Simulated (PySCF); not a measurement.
Orbital levels and atomic charges

System: C12H30Si12 (nanocrystal SiC).

Cartesian coordinates (Å):
```
  1 C    -3.5970    1.0811   -1.6511
  2 C    -2.0993   -1.5505   -1.6438
  3 C    -2.0869    1.9574    0.9290
  4 Si   -2.0755    2.0018   -0.9791
  5 Si   -3.6269    1.0998    1.6212
  6 C    -3.6074   -0.6649    0.9297
  7 Si   -3.6545   -0.6942   -0.9794
  8 Si   -2.0899   -1.5795    1.6129
  9 C     1.0656   -3.3765    0.9191
 10 Si    1.0640   -3.4115   -0.9791
 11 C     2.5984    1.0984   -1.5880
 12 C    -0.5150    1.1047   -1.5832
 13 C     1.0451   -1.6177   -1.5853
 14 C     4.1252    1.9866    0.9143
 15 Si    4.1517    1.9970   -0.9841
 16 C     1.0279    1.9573    0.9400
 17 Si    1.0404    2.0001   -0.9673
 18 Si    2.5865    1.1053    1.6042
 19 C     2.5460   -0.6742    0.9475
 20 Si    2.5924   -0.7005   -0.9628
 21 Si   -0.5287    1.0829    1.5903
 22 C    -0.5323   -0.7161    0.9576
 23 Si   -0.5233   -0.7088   -0.9716
 24 Si    1.0217   -1.6026    1.6022
 25 H    -3.5778    1.0681   -2.7380
 26 H    -4.4982    1.6162   -1.3657
 27 H    -2.1016   -2.5974   -1.3557
 28 H    -2.0983   -1.5290   -2.7312
 29 H    -2.0808    2.9830    1.2956
 30 H    -2.0921    3.4065   -1.4630
 31 H    -4.8652    1.8102    1.2411
 32 H    -3.6046    1.0874    3.0967
 33 H    -4.4938   -1.1776    1.3014
 34 H    -4.8800   -1.3878   -1.4492
 35 H    -2.1607   -3.0039    1.2174
 36 H    -2.1088   -1.5679    3.0912
 37 H     1.9468   -3.8927    1.2924
 38 H     0.2094   -3.9281    1.2981
 39 H     2.2612   -4.1142   -1.4805
 40 H    -0.0977   -4.1666   -1.4852
 41 H     2.5993    1.0966   -2.6775
 42 H    -0.5107    1.1064   -2.6729
 43 H     1.0512   -1.6186   -2.6751
 44 H     4.1567    3.0069    1.2885
 45 H     5.0211    1.5004    1.2925
 46 H     4.1798    3.3819   -1.4896
 47 H     5.3686    1.3316   -1.4856
 48 H     1.0132    2.9837    1.3046
 49 H     1.0419    3.4037   -1.4588
 50 H     2.6281    1.1324    3.0871
 51 H     3.4327   -1.1927    1.3107
 52 H     3.8139   -1.3971   -1.4493
 53 H    -0.5230    1.1237    3.0786
 54 H     1.0412   -1.6405    3.0883
```

Method: B3LYP/6-31G*, gas phase, PySCF, fitting set def2-universal-JFIT up to Ne and JKFIT beyond, grid level 1.

**Question.** Give the orbital energies near the gap.

**Answer.** 
| orbital | eV |
| --- | --- |
| HOMO-4 | -7.55 |
| HOMO-3 | -7.46 |
| HOMO-2 | -7.25 |
| HOMO-1 | -6.92 |
| HOMO | -6.68 |
| LUMO | 0.28 |
| LUMO+1 | 0.33 |
| LUMO+2 | 0.41 |
| LUMO+3 | 0.48 |

**Question.** Give the partial charges of the non-hydrogen atoms.

**Answer.** 
```csv
atom,Mulliken,IAO,Hirshfeld
C1,-0.70,-0.82,-0.24
C2,-0.70,-0.81,-0.24
C3,-0.73,-0.93,-0.28
Si4,0.63,0.91,0.33
Si5,0.46,0.76,0.31
C6,-0.73,-0.92,-0.27
Si7,0.63,0.92,0.34
Si8,0.45,0.75,0.30
C9,-0.70,-0.82,-0.23
Si10,0.48,0.77,0.31
C11,-0.73,-0.92,-0.28
C12,-0.73,-0.92,-0.28
C13,-0.73,-0.91,-0.28
C14,-0.69,-0.82,-0.23
Si15,0.49,0.77,0.31
C16,-0.72,-0.93,-0.28
Si17,0.62,0.90,0.33
Si18,0.59,0.92,0.33
C19,-0.73,-0.93,-0.28
Si20,0.61,0.89,0.33
Si21,0.58,0.90,0.32
C22,-0.76,-1.03,-0.32
Si23,0.78,1.02,0.35
Si24,0.60,0.91,0.32
```
